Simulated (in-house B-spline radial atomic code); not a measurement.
# K IV (K3+): [Ne] 3s1 3p5 (an excited or competing configuration)

All numbers are computed (non-relativistic PBE0, spin-polarised, spherical fractional occupations, exact exchange averaged over the configuration; point nucleus) with a B-spline radial code for spherical atoms, not measured.

Effective charges: Z_r = [3n² - l(l+1)]/(2<r>) from the radius, Z_e = n√(-2ε) from the energy, and Slater's rules. Values are occupation-weighted means over spin.

```
shell  electrons   ε (eV)  <r> (bohr)    Z_r    Z_e  Slater
   1s          2  -3581.8     0.08153  18.40  16.23   18.70
   2s          2  -404.88      0.3886  15.44  10.91   14.85
   2p          6  -332.01      0.3502  14.28   9.88   14.85
   3s          1  -77.584       1.199  11.26   7.16    8.45
   3p          5  -57.336       1.293   9.67   6.16    8.45
```

The least bound orbital is 3p down at -55.11 eV, and it is also the most diffuse (<r> = 1.306 bohr).
